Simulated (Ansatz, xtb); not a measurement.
## Relative energy of two structures of CH6BSb

We compare I, a singlet given by its coordinates, with II, `C[BH][SbH2]`, a singlet. Both are isolated molecules in the gas phase, relaxed with r2SCAN-D4/def2-SVP; the shapes shown needn't be the lowest conformers.

I (Å):

```yaml
atoms:
  - { symbol: C, position_ang: [0.0483, 0.7446, 0.9305] }
  - { symbol: B, position_ang: [0.4360, -0.2976, -0.1278] }
  - { symbol: Sb, position_ang: [-1.7065, 1.4532, -0.2568] }
  - { symbol: H, position_ang: [-1.1852, 0.6256, -1.6784] }
  - { symbol: H, position_ang: [0.6806, 1.6321, 1.0692] }
  - { symbol: H, position_ang: [-0.3955, 0.4051, 1.8770] }
  - { symbol: H, position_ang: [-2.6781, 0.1073, 0.1820] }
  - { symbol: H, position_ang: [-0.0513, -1.4050, -0.1057] }
  - { symbol: H, position_ang: [1.2183, -0.0089, -1.0060] }
```

Close contacts (Å): C1–B2 1.54, C1–Sb3 2.23, B2–Sb3 2.77, C1–H5 1.10, C1–H6 1.10, B2–H8 1.21, B2–H9 1.21, Sb3–H4 1.73, Sb3–H7 1.72.

II (Å):

```xyz
9

C    -1.3217    1.3661    0.4110
B    -1.1271   -0.0672   -0.1626
Sb   -1.0987   -0.5406   -2.3509
H    -1.5682    2.1616   -0.3071
H    -2.0300    1.3908    1.2573
H    -0.3404    1.6242    0.8618
H    -1.0441   -1.0098    0.5946
H     0.2832   -1.5459   -2.2491
H    -0.1895    0.8480   -2.7798
```

Energies in hartree; the thermal terms are from r2SCAN-D4/def2-SVP harmonic frequencies (ideal gas, rigid rotor, one conformer each, 298.15 K, 1 atm) and include the zero-point energy:

```
                               I           II
E, CCSD(T)/def2-TZVP  −305.972889  −305.972475
   zero-point energy     0.061176     0.061431
        H(298 K) − E     0.067419     0.068323
        G(298 K) − E     0.032212     0.031449
```

**Question.** Work out ΔE, ΔE₀, ΔH and ΔG for I → II in kcal/mol (1 Eh = 627.51 kcal/mol) and the equilibrium ratio [II]/[I].

**Answer.** 1. ΔE = −305.972475 − (−305.972889) = +0.000414 Eh = +0.26 kcal/mol.
2. ΔE₀ = ΔE + ΔZPE = +0.000414 + (+0.000255) Eh = +0.42 kcal/mol.
3. ΔH = ΔE + (+0.000904) Eh = +0.83 kcal/mol.
4. ΔG = ΔE + (−0.000763) Eh = −0.22 kcal/mol, so ΔS = (ΔH − ΔG)/T = +14.7 J/(mol K).
5. kT = 0.9442 mEh, so K = [II]/[I] = exp(−ΔG/kT) = exp(+0.37) ≈ 1.4.

The two are too close for this level to say which is favoured. An error of 1 kcal/mol in ΔG would change K by a factor of 5.4. Mirror images and further conformers aren't counted.

Other levels gave ΔE = +7.0 (GFN2-xTB); −2.9 (HF/STO-3G, GFN2-xTB geometries); −2.4 (r2SCAN-D4/def2-SVP//GFN2-xTB); −2.6 (r2SCAN-D4/def2-SVP); −3.7 (HF/def2-TZVP); +1.2 (MP2/def2-TZVP) kcal/mol. The correlated steps freeze 6 core orbitals; the filled d shell of Sb is correlated, in a basis made for valence electrons. Atoms past krypton carry core potentials in the def2 sets, without spin–orbit terms. Programs: Ansatz 0.2.0, xtb 6.7.1.
